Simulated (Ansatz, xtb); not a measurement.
## Two isomers of C5H2BrN3

Structure a: `N#Cc1cncc(Br)n1`, a singlet. Structure b: `N#Cc1cncnc1Br`, a singlet. Both are isolated molecules in the gas phase, relaxed with PBE0-D3(BJ)/def2-SVP.

Quicker runs give these differences E(b) − E(a): GFN2-xTB −0.255 eV; HF/STO-3G −0.133 eV (at GFN2-xTB geometries); r2SCAN-D4/def2-SVP −0.213 eV (at GFN2-xTB geometries).

Estimate E(b) − E(a) at the level CCSD(T)/def2-SVP + ΔMP2/def2-TZVPP.

Calculated at CCSD(T)/def2-SVP + ΔMP2/def2-TZVPP: E(b) − E(a) = −0.237 eV, so structure b lies lower.

How the difference moves with the method:

```
                             level              geometry  E(b) − E(a) (eV)  departure from the last row (eV)  job, with rough time for the two
                          GFN2-xTB              GFN2-xTB              −0.255                            −0.018              optimisation, 0.23 s
                         HF/STO-3G              GFN2-xTB              −0.133                            +0.105               single point, 1.8 s
                r2SCAN-D4/def2-SVP              GFN2-xTB              −0.213                            +0.024               single point, 7.5 s
              PBE0-D3(BJ)/def2-SVP  PBE0-D3(BJ)/def2-SVP              −0.223                            +0.014                optimisation, 84 s
                       HF/def2-SVP  PBE0-D3(BJ)/def2-SVP              −0.291                            −0.054           part of the CCSD(T) run
                      MP2/def2-SVP  PBE0-D3(BJ)/def2-SVP              −0.159                            +0.079           part of the CCSD(T) run
                  CCSD(T)/def2-SVP  PBE0-D3(BJ)/def2-SVP              −0.208                            +0.029                      single point
CCSD(T)/def2-SVP + ΔMP2/def2-TZVPP  PBE0-D3(BJ)/def2-SVP              −0.237                                               single point, 4.1 min
```

As drawn, both hold the same kinds of bond in the same numbers.

None of the levels shown reverses the order. The largest departure from CCSD(T)/def2-SVP + ΔMP2/def2-TZVPP is that of HF/STO-3G, 0.105 eV. The last row adds to CCSD(T) the change of the MP2 difference between the two basis sets, here −0.029 eV.

With thermal terms from frequencies at re-optimised GFN2-xTB minima (ideal gas, soft modes damped towards free rotors, one conformer each, 298.15 K, 1 atm): on the last row, ΔE + ΔZPE = −0.228, ΔH = −0.230, ΔG = −0.223 eV.

The correlated steps freeze 17 core orbitals; the filled d shell of Br is correlated, in a basis made for valence electrons. Run with Ansatz 0.2.0, xtb 6.7.1; the last row on 2 threads of Intel(R) Xeon(R) Processor @ 2.70GHz on a shared host.
